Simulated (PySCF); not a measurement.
**Two-dimensional NMR puzzle**

Compound of formula C8H14OSi. Correlations simulated from computed shifts and the bond graph:

HSQC (one-bond C–H):
| δH | δC |
| --- | --- |
| 9.71 | 214.3 |
| 2.13 | 4.7 |
| 1.41 | 26.4 |
| 1.22 | 18.5 |
| 0.92 | 26.4 |

COSY cross peaks (H two or three bonds apart, from the bond graph; peaks can be absent where the dihedral angle is near 90°):
| δH | δH |
| --- | --- |
| 4.09 | 0.92 |
| 1.22 | 0.92 |

HMBC (two and three bonds, from the bond graph):
| δH | δC |
| --- | --- |
| 9.71 | 86.8, 50.6, 26.4, 26.4 |
| 4.09 | 50.6, 26.4, 18.5 |
| 2.13 | 91.5, 86.8 |
| 1.41 | 214.3, 86.8, 50.6, 26.4 |
| 1.22 | 50.6, 26.4 |
| 0.92 | 214.3, 86.8, 50.6, 26.4, 18.5 |

Carbons without hydrogens: δ 91.5, 86.8, 50.6.

[PySCF: σ from GIAO-PBE0/pcSseg-1; geometry: GFN2-xTB; non-relativistic Hamiltonian; gas phase; a single conformation; fast rotation and ring inversion assumed for equivalent nuclei]

Shifts are taken against calculated references (same method and geometry level): TMS for ¹H, ¹³C.

Exchangeable hydrogens are left out of these lists.

Task: Assemble the structure.

Result: SMILES CC#C[C@@](C)(C=O)[C@H](C)[SiH3].

Atom-mapped SMILES (the numbers label the heavy atoms): `[CH3:1][C:2]#[C:3][C@@:4]([CH3:5])([CH:6]=[O:7])[C@H:8]([CH3:9])[SiH3:10]`. Each H is labelled by its parent atom.

δC 214.3 is C6, an aldehyde carbonyl carbon (δH 9.71). δC 91.5 is C2, an alkyne carbon. δC 86.8 is C3, an alkyne carbon. δC 50.6 is C4, a quaternary sp3 carbon α to a carbonyl. δC 26.4 is C8, an sp3 CH bonded to Si (δH 0.92). δC 26.4 is C5, a methyl carbon (δH 1.41). δC 18.5 is C9, a methyl carbon (δH 1.22). δC 4.7 is C1, a propargylic methyl carbon (δH 2.13). HMBC from δH 9.71 reaches the proton-free carbons C3, C4. HMBC from δH 4.09 reaches the proton-free carbon C4. HMBC from δH 2.13 reaches the proton-free carbons C2, C3. HMBC from δH 1.41 reaches the proton-free carbons C3, C4. COSY links 4.09–0.92, 1.22–0.92.

The data come from this structure; uniqueness wasn't tested.

Shifts are as computed. Against solution values, carbons near 30 ppm lie about +3 ppm off and those near 130 ppm about +5 ppm. Of 1309 compounds with measured shifts, 239 miss one by over three times the rms of a fit or turn the order of signals round; such compounds aren't used in these exercises.
